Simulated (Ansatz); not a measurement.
Input for Ansatz (development build ahead of 0.2.0):

```yaml
crystal:
  periodic: [false, false, false]
  atoms:
    - { symbol: Na, position_ang: [0.0, 0.0, -2.43414] }
    - { symbol: I, position_ang: [0.0, 0.0, 0.5052] }
basis:
  gaussian: { orbitals: def2-TZVP }
hamiltonian:
  xc: hf
```

The input is written out in the form of the current development build from the run's settings. The basis set brings a core potential for I, so the total leaves out those core electrons.

Results

* Converged: yes
* Total energy: -458.59701 hartree
* Spin squared of the determinant: 0.000
